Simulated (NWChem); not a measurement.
System: BBr3; SMILES BrB(Br)Br

This build's default masses of Se (78.918 u) and Br (79.917 u) are each other's, which moves their modes by up to 0.6 %.

Problem. Give the equilibrium geometry at PBE0/def2-SVP (NWChem) as a Z-matrix, with the point group.

Solution. point group D3h; any orientation.
```
B
Br 1 1.8993
Br 1 1.8993 2 120.00
Br 1 1.8993 2 120.00 3 180.00
```
